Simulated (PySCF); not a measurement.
**Exercise with solution: oscillator strength and radiative lifetime**

fulvene (C6H6), SMILES C1C(C=CC=1)=C.

Geometry optimised at PBE0-D3(BJ)/def2-SVP.

TDA-PBE0/def2-SVPD (PySCF 2.14.0) puts the first singlet state with f over 0.02 at 5.71 eV (vertical), with the transition dipole (0.000, 0.000, -1.772) in atomic units.

Task: Find the oscillator strength, the wavelength and the radiative lifetime that this transition would have in vacuum if emission retraced absorption.

Result: 
|μ|² = 3.1400 au, so |μ| = 4.50 D. ΔE = 5.71/27.211 = 0.2098 hartree. f = (2/3) ΔE |μ|² = 0.439 (the program prints 0.439).
λ = 1239.84/5.71 = 217 nm; ν = 46054 cm⁻¹.
Einstein's coefficient A = 0.6670 ν² f s⁻¹ (ν in cm⁻¹) = 6.2e8 s⁻¹, so τ = 1/A = 1.6 ns. This state is S2; the lower singlet has f = 0.013. The figure is the radiative limit of this one transition; relaxation, internal conversion, crossing to triplets and a medium change what is measured.
